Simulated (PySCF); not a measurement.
# How methods differ on the ionisation energy of Ce³⁶⁺

Ce³⁶⁺ [Ar] 3d4 (5D) → Ce³⁷⁺ [Ar] 3d3 (4F), as a difference of total energies. All numbers are calculated (PySCF 2.14, the non-relativistic Hamiltonian (point nucleus), in an uncontracted even-tempered set (16 s from 6.2 bohr⁻², ratio 2.5; 11 p from 8.1 bohr⁻², ratio 2.5; 8 d from 8.1 bohr⁻², ratio 2.5; 4 f from 30 bohr⁻², ratio 2.7; 3 g from 46 bohr⁻², ratio 2.7)). Correlated levels: outer shells: [Ne] frozen; virtual orbitals above 40 to 60 times the deepest correlated orbital energy dropped. The calculations carry no spin-orbit coupling.

```json
{"method": "UHF", "ionisation energy (eV)": "2494.1"}
{"method": "LDA", "ionisation energy (eV)": "2493.9"}
{"method": "PBE", "ionisation energy (eV)": "2492.9"}
{"method": "PBE0", "ionisation energy (eV)": "2493.7"}
{"method": "M06-L", "ionisation energy (eV)": "2494.3"}
{"method": "MP2 (outer shells)", "ionisation energy (eV)": "2494.4"}
{"method": "SCS-MP2 (outer shells)", "ionisation energy (eV)": "2493.9"}
```

Problem. Estimate what r2SCAN gives.

Solution. 2492.9 eV, closest to PBE among the rows shown.

Problem. Estimate what r2SCANh gives.

Solution. 2493.2 eV, closest to PBE among the rows shown.

Spin-orbit coupling is strong in these open shells (close to jj coupling). The scalar numbers leave it out and a first-order estimate fails, so it can dominate the gap to the real levels.

All relativistic terms are absent from these numbers, so their closeness to the reference says little about the methods.

For comparison: 2500 ± 5 eV (theoretical estimate listed by NIST; NIST Atomic Spectra Database, ionization energies).
